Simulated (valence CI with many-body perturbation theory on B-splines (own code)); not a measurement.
## Level structure of Pb I

Computed by valence CI with perturbative core correlation (CI+MBPT): four valence electrons over a frozen Dirac-Fock core [Xe] 4f14 5d10, a basis of 9 s, 9 p, 8 d, 6 f, 3 g, 1 h functions for each j, with the one-electron correlation potential Σ1 (screened to all orders), the two-electron term Σ2, the three-electron term Σ3, Breit, model QED; selected single and double excitations, second order for the rest, scaled by the run's own slope (own B-spline code, finite nucleus).

Against 21 measured levels this calculation errs by 186 cm⁻¹ on average and by 422 at most. These come from a selection out of the NIST Handbook of Basic Atomic Spectroscopic Data. Levels without a partner in it may be off by more. Among the levels kept, up to 270 cm⁻¹ of a level comes from second order outside the variational space, and about a tenth of that is noise between levels of different J, which matters for small intervals.

Levels 1 to 37 of 37, with energies above the lowest level, (6s^2 6p1/2^2) J=0. "Leading %" is the weight of the configuration and term that name the level; weights of strongly mixed levels are sums over their largest components and can fall short, so below about 35 % the name and the second component can differ from the true leading terms, or belong to a minority configuration. In the jj column 3d3/2^4 stands for four electrons in 3d with j = 3/2.

```csv
No.,Configuration,Term,J,E (cm⁻¹),Leading %,g,Leading jj
1,6s²6p²,³P,0,0.0,81,,6s^2 6p1/2^2 (92 %)
2,6s²6p²,³P,1,8091,96,1.501,6s^2 6p1/2 6p3/2 (96 %)
3,6s²6p²,³P,2,10865,52,1.270,6s^2 6p1/2 6p3/2 (91 %)
4,6s²6p²,¹D,2,21880,51,1.232,6s^2 6p3/2^2 (90 %)
5,6s²6p²,¹S,0,29682,79,,6s^2 6p3/2^2 (89 %)
6,6s²6p7s,³P°,0,34974,94,,6s^2 6p1/2 7s (94 %)
7,6s²6p7s,³P°,1,35301,66,1.350,6s^2 6p1/2 7s (93 %)
8,6s²6p7p,³D,1,42743,67,0.671,6s^2 6p1/2 7p1/2 (93 %)
9,6s²6p7p,³P,0,44271,67,,6s^2 6p1/2 7p1/2 (92 %)
10,6s²6p7p,³P,1,44517,46,1.471,6s^2 6p1/2 7p3/2 (93 %)
11,6s²6p7p,³D,2,44650,51,1.173,6s^2 6p1/2 7p3/2 (93 %)
12,6s²6p6d,³F°,2,45305,63,0.793,6s^2 6p1/2 6d3/2 (91 %)
13,6s²6p6d,³P°,2,45912,38,1.249,6s^2 6p1/2 6d5/2 (89 %)
14,6s²6p6d,³D°,1,45986,45,0.842,6s^2 6p1/2 6d3/2 (84 %)
15,6s²6p6d,³F°,3,46188,46,1.120,6s^2 6p1/2 6d5/2 (92 %)
16,6s²6p8s,³P°,0,48387,93,,6s^2 6p1/2 8s (93 %)
17,6s²6p8s,³P°,1,48408,61,1.331,6s^2 6p1/2 8s (90 %)
18,6s²6p7s,³P°,2,48506,90,1.495,6s^2 6p3/2 7s (90 %)
19,6s²6p7s,¹P°,1,49629,52,1.101,6s^2 6p3/2 7s (75 %)
20,6s²6p8p,³D,1,50941,67,0.673,6s^2 6p1/2 8p1/2 (92 %)
21,6s²6p8p,³P,0,51433,64,,6s^2 6p1/2 8p1/2 (93 %)
22,6s²6p8p,³P,1,51541,46,1.485,6s^2 6p1/2 8p3/2 (93 %)
23,6s²6p8p,³D,2,51570,48,1.168,6s^2 6p1/2 8p3/2 (93 %)
24,6s²6p7d,³F°,2,51887,62,0.802,6s^2 6p1/2 7d3/2 (88 %)
25,6s²6p7d,³P°,2,52091,39,1.250,6s^2 6p1/2 7d5/2 (89 %)
26,6s²6p7d,³F°,3,52201,43,1.114,6s^2 6p1/2 7d5/2 (92 %)
27,6s²6p7d,³D°,1,52308,47,0.831,6s^2 6p1/2 7d3/2 (88 %)
28,5f6s²6p,³D,3,52633,51,1.202,5f7/2 6s^2 6p1/2 (90 %)
29,5f6s²6p,³F,2,52643,42,0.886,5f5/2 6s^2 6p1/2 (93 %)
30,5f6s²6p,³G,3,52645,70,0.825,5f5/2 6s^2 6p1/2 (90 %)
31,5f6s²6p,³G,4,52651,39,1.085,5f7/2 6s^2 6p1/2 (93 %)
32,6s²6p9s,³P°,0,53157,93,,6s^2 6p1/2 9s (93 %)
33,6s²6p9s,³P°,1,53185,62,1.331,6s^2 6p1/2 9s (92 %)
34,6s²6p9p,³D,1,54331,67,0.676,6s^2 6p1/2 9p1/2 (92 %)
35,6s²6p9p,³P,0,54541,63,,6s^2 6p1/2 9p1/2 (93 %)
36,6s²6p9p,³P,1,54600,46,1.485,6s^2 6p1/2 9p3/2 (93 %)
37,6s²6p9p,³D,2,54605,47,1.167,6s^2 6p1/2 9p3/2 (92 %)
```

Where two levels of one J and parity lie close, their mixing, g and order are uncertain.

The ionisation energy to 6s²6p ²P°1/2 of the next ion comes out as 7.3866 eV (NIST: 7.41668 eV (measured), further off than twice its uncertainty). All 37 levels together are meant to be complete up to 54622 cm⁻¹.
